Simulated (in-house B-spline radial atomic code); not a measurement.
RPA and G0W0 for Cd VIII (Cd7+), [Kr] 4d5, highest spin, as one setting changes: the highest l of the empty states. Start: PBE. A dash marks a level of low quasi-particle weight. Computed with an all-electron radial atomic-structure program (B-spline basis): all electrons, scalar-relativistic (spin-free one-electron X2C), finite nucleus, each spin shell either full or empty, empty states to the listed l with an (l + 1/2)⁻⁴ tail; G0W0 by contour deformation at full frequency.

```json
{"highest l of the empty states": "4", "RPA summed (Eh)": "-2.7346", "RPA extrapolated (Eh)": "-3.2066", "G0W0 level (eV)": "4d up -131.71"}
{"highest l of the empty states": "5", "RPA summed (Eh)": "-2.9435", "RPA extrapolated (Eh)": "-3.2346", "G0W0 level (eV)": "4d up -131.91"}
{"highest l of the empty states": "6", "RPA summed (Eh)": "-3.0452", "RPA extrapolated (Eh)": "-3.2197", "G0W0 level (eV)": "4d up -131.91"}
{"highest l of the empty states": "7", "RPA summed (Eh)": "-3.0988", "RPA extrapolated (Eh)": "-3.2084", "G0W0 level (eV)": "4d up -131.92"}
{"highest l of the empty states": "8", "RPA summed (Eh)": "-3.1281", "RPA extrapolated (Eh)": "-3.1978", "G0W0 level (eV)": "4d up -131.90"}
{"highest l of the empty states": "9", "RPA summed (Eh)": "?", "RPA extrapolated (Eh)": "?", "G0W0 level (eV)": "?"}
{"highest l of the empty states": "10", "RPA summed (Eh)": "?", "RPA extrapolated (Eh)": "?", "G0W0 level (eV)": "?"}
{"highest l of the empty states": "11", "RPA summed (Eh)": "-3.1637", "RPA extrapolated (Eh)": "-3.1879", "G0W0 level (eV)": "4d up -131.89"}
```

Q: What belongs in the row for 9?

A: RPA summed (Eh): -3.1456; RPA extrapolated (Eh): -3.1926; G0W0 level (eV): 4d up -131.89.

Q: What belongs in the row for 10?

A: RPA summed (Eh): -3.1565; RPA extrapolated (Eh): -3.1897; G0W0 level (eV): 4d up -131.89.
